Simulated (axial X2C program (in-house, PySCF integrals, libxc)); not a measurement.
## What spin–orbit coupling does to NbH⁻

Calculated with an in-house relativistic program for diatomic molecules. Spin-free means the one-electron spin-free X2C Hamiltonian; two-component (2c) means X2C with spin–orbit coupling and atomic mean-field two-electron Coulomb and Gaunt terms, so the difference of the two also holds small scalar two-electron terms. Basis: Nb dyall-acv3z [12s13p10d5f3g], H dyall-av3z [7s3p2d] (cores contracted in-house); Gaussian nuclei, density fitting, unrestricted open shells. Masses: Nb 92.906 u, H 1.008 u.

Spin-free state: M_S = 5/2, Λ = 0 (beyond evenly filled blocks: σα, π+α, π-α, δ+α, δ-α); fragments Nb + H-.

```tsv
level	Re (Å)	ωe (cm⁻¹)	μ (D)
PBE0	1.871	1414.3	-0.63
MP2	1.872	1407.8	n/a
```

Correlated methods: 15 electrons correlated (number of frozen shells: Nb 3 s, 2 p, 1 d; H none), 261 virtual spin orbitals or spinors in MP2.

Dipoles are positive if H is the positive end and refer to the centre of mass.

Two-component determinant lowest at the distance of the search:

Ω = 5/2 (⟨Sz⟩ = 2.50, ⟨Lz⟩ = 0.00 at HF); fragments Nb + H-.

| level | Re (Å) | ωe (cm⁻¹) | μ (D) |
| --- | --- | --- | --- |
| PBE0 | 1.870 | 1414.0 | -0.63 |
| MP2 | 1.871 | 1407.2 | n/a |

**Question.** From the two tables, how do the constants change at the MP2 level (2c against spin-free)?

**Answer.** At the MP2 level Re decreases by 0.001 Å and ωe falls by 0.6 cm⁻¹.

The state is a single determinant with fixed occupations, the lowest that a limited PBE0 search found. De is not given where an atomic determinant may have missed its ground term or J level, or where the truncated virtual space spoils (T). Density functionals use the spin component along the axis (collinear). Other states lie close and PBE0, whose exact exchange favours high spin, may order them wrongly; the determinant shown need not be the ground state. The nearest other spin-free determinant of the search, M_S = 3/2, Λ = 1, lies 0.31 eV up at the distance of the search. Without a current term, density functionals place determinants with orbital angular momentum somewhat too high. With several unpaired electrons one determinant need not be a pure state. The highest occupied level of some functionals is positive through self-interaction error; at Hartree–Fock it is bound. This is the top spin component of a Σ state; components of lower Ω are not single determinants and can lie lower.
